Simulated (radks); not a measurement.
Excited configurations of Dy I: one electron is placed in a higher orbital outside [Xe] 4f10 6s1. The ground configuration is [Xe] 4f10 6s2. Method: scalar-relativistic Kohn-Sham, r2SCAN, spin-unpolarised, spherical densities, finite nucleus; meta-GGA in the generalised Kohn-Sham scheme; Fermi nuclear charge, rms radius 5.2218 fm; computed with a radial shooting solver on a logarithmic mesh with Libxc functionals. Excitation = E - E(ground); binding = E(ion) - E, where the ion is the core of charge +1; n* = 1/sqrt(2 binding) in atomic units, and the quantum defect is n - n*.

| outer orbital | excitation (eV) | binding (eV) | n* | <r> (bohr) |
|---|---|---|---|---|
| 5d | 2.824 | 3.413 | 1.997 | 3.972 |
| 6p | 2.733 | 3.503 | 1.971 | 5.576 |
| 6d | 4.893 | 1.343 | 3.182 | 12.15 |
| 6f | 5.664 | 0.572 | 4.875 | 31.10 |
| 7s | 4.168 | 2.068 | 2.565 | 10.19 |
| 7p | 4.742 | 1.495 | 3.017 | 13.30 |
| 7d | 5.429 | 0.808 | 4.104 | 22.96 |
| 7f | 5.830 | 0.407 | 5.783 | 47.10 |

The Delta-SCF ionisation energy is 6.237 eV (NIST Atomic Spectra Database: 5.939 eV, measured). Self-interaction in the functional shifts the binding energies and quantum defects, so they are the method's values and not measured ones. Spin polarisation and multiplet splitting are left out, so open shells lie too high by an amount that depends on their filling. Spin-orbit splitting is averaged out at the scalar-relativistic level.

Beside tabulated values, note that spin-unpolarised runs miss the spin-polarisation part of the exchange energy of open shells.
